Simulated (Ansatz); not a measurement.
The same path of a periodic cell of 17 atoms, Na16H (host Na, host structure bcc, interstitial H) was run twice with different band settings.

All numbers below come from Ansatz, DFT PBE-D3(BJ), scalar-relativistic, plane waves, PAW. Settings: cutoff 420 eV, k mesh 2x2x2, fermi-dirac smearing 0.05 eV, no spin polarisation.

Relaxed end points:

```xyz
17
Lattice="8.4600 0.0000 0.0000 0.0000 8.4600 0.0000 0.0000 0.0000 8.4600" Properties=species:S:1:pos:R:3
Na 0.026 0.000 -0.081
Na 4.160 0.000 0.071
Na -0.023 4.232 -0.122
Na 0.027 0.000 4.314
Na 2.086 2.198 2.115
Na 4.354 4.232 0.061
Na 4.160 0.000 4.161
Na 6.419 2.054 2.116
Na -0.027 4.232 4.350
Na 2.087 6.264 2.115
Na 2.148 2.226 6.347
Na 4.352 4.232 4.175
Na 6.419 6.408 2.116
Na 6.219 2.056 6.347
Na 2.144 6.232 6.347
Na 6.217 6.409 6.347
H 1.066 4.230 6.344
```

```xyz
17
Lattice="8.4600 0.0000 0.0000 0.0000 8.4600 0.0000 0.0000 0.0000 8.4600" Properties=species:S:1:pos:R:3
Na 0.097 -0.003 -0.054
Na 4.131 -0.003 -0.054
Na 0.127 4.225 0.056
Na -0.078 -0.004 4.335
Na 2.114 2.025 2.261
Na 4.101 4.225 0.056
Na 4.306 -0.004 4.335
Na 6.344 2.010 2.031
Na -0.087 4.224 4.082
Na 2.114 6.422 2.259
Na 2.114 2.262 6.311
Na 4.315 4.224 4.083
Na 6.344 6.442 2.031
Na 6.344 2.208 6.396
Na 2.114 6.189 6.308
Na 6.344 6.243 6.397
H 2.114 4.230 7.426
```

Common settings: spring 5.0 eV/Å²; force threshold 0.05 eV/Å; end points relaxed.

| run | movable images | climbing image | optimiser | start path | iteration limit |
| --- | --- | --- | --- | --- | --- |
| 1 | 7 | yes | lbfgs | IDPP | 19 |
| 2 | 4 | from the first iteration | quadratic models (default) | default | 37 |

(1) What does each run give, and how far can it be trusted?

Results:

(1) Run 1: converged after 10 iterations, highest image 0.041 eV above the first end. The order of the point at the top wasn't checked. Another band between the same ends, with other settings, climbed to 0.009 eV only, so this may not be the lowest route.
Run 2: converged after 10 iterations, highest image 0.009 eV above the first end. The order of the point at the top wasn't checked.
Limits of this set-up: coarse k mesh, odd electron count without spin, a small cell, in which the defect meets its images, a typed lattice constant that wasn't relaxed here.
